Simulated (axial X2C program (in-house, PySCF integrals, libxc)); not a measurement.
## Curves of GdH from open-shell CI on f8 s1

Computed with an axial X2C code built on PySCF integrals: two-component X2C with atomic mean-field Coulomb and Gaunt terms, basis Gd dyall-v3z, H dyall-v3z (cores contracted in-house). Orbitals come from Hartree–Fock averaged over the configuration Gd f8 s1; CI then distributes these electrons over the f, s shells of Gd.

Scan along the bond; masses Gd 157.924 u, H 1.008 u. Energies in cm⁻¹ from the lowest point; levels are followed by energy order within each Ω. Lowest level at 2.177 Å: 100% f8 s1.

```
R (Å)  (1)Ω=13/2  (1)Ω=11/2  (1)Ω=9/2  (1)Ω=7/2  (1)Ω=5/2
2.025        649        892      1131      1358      1560
2.101        161        405       645       875      1081
2.177          0        243       482       712       919
2.264        134        374       611       838      1043
2.351        535        771      1004      1227      1429
2.449       1228       1459      1686      1903      2098
2.569       2328       2551      2769      2977      3163
```

(1) Fit the curves (1)Ω=13/2, (1)Ω=11/2, (1)Ω=9/2, (1)Ω=7/2, (1)Ω=5/2 near their minima.

The 5 lowest curves are shown; the next is (1)Ω=3/2, from 1083 cm⁻¹.

Dynamic correlation is missing, so gaps between terms are too wide and other configurations may lie lower; the lowest level listed is that of this model, not necessarily the ground state. At most 4 roots were kept for each Ω > 0 (twice that for Ω = 0) within 2.2 eV of the lowest, so higher up levels can be missing between those listed; levels with Ω > 0 are doubly degenerate and listed once, Ω = 0 levels singly.

Results:

(1) From the open-shell CI curves, Te from the lowest:

```
    level  Te (cm⁻¹)  Re (Å)  ωe (cm⁻¹)
(1)Ω=13/2          0   2.183     1225.0
(1)Ω=11/2        242   2.184     1221.2
 (1)Ω=9/2        482   2.184     1216.8
 (1)Ω=7/2        711   2.185     1211.7
 (1)Ω=5/2        919   2.185     1205.8
```

Without dynamic correlation distances can be off by several hundredths of an Å (long for ionic bonds, short for multiple bonds) and the wavenumbers are rough.
